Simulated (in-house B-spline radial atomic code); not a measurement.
A fraction x of an electron is moved 3p → 3d in K5+, starting from [Ne] 3s2 3p2 and keeping the highest spin. Level of theory: scalar-relativistic (X2C) TPSS, spin-polarised, spherical fractional occupations, Fermi nucleus of rms radius 3.4349 fm; calculated with a B-spline radial code for spherical atoms.

```tsv
x	E(x) - E(0) (eV)	3p up level (eV)	3d up level (eV)
0	0.0000	-90.902	-
0.125	3.4555	-90.943	-63.308
0.25	6.9088	-90.983	-63.365
0.375	?	?	?
0.5	?	?	?
0.625	17.2560	-91.098	-63.530
0.75	20.7011	-91.135	-63.582
0.875	24.1443	-91.171	-63.634
1	27.5855	-91.207	-63.684
```

(1) What belongs in the row x = 0.375?

(2) What belongs in the row x = 0.5?

(3) Check Janak's theorem between x = 0.125 and 0.25.

## Answers

(1) An energy change of 10.3599 eV; 3p up at -91.022 eV, 3d up at -63.421 eV.

(2) An energy change of 13.8090 eV; 3p up at -91.061 eV, 3d up at -63.476 eV.

(3) The slope of the energy is 27.63 eV; the orbital levels give 27.63 eV (ε of the receiving orbital less ε of the emptying one, averaged over the two points).
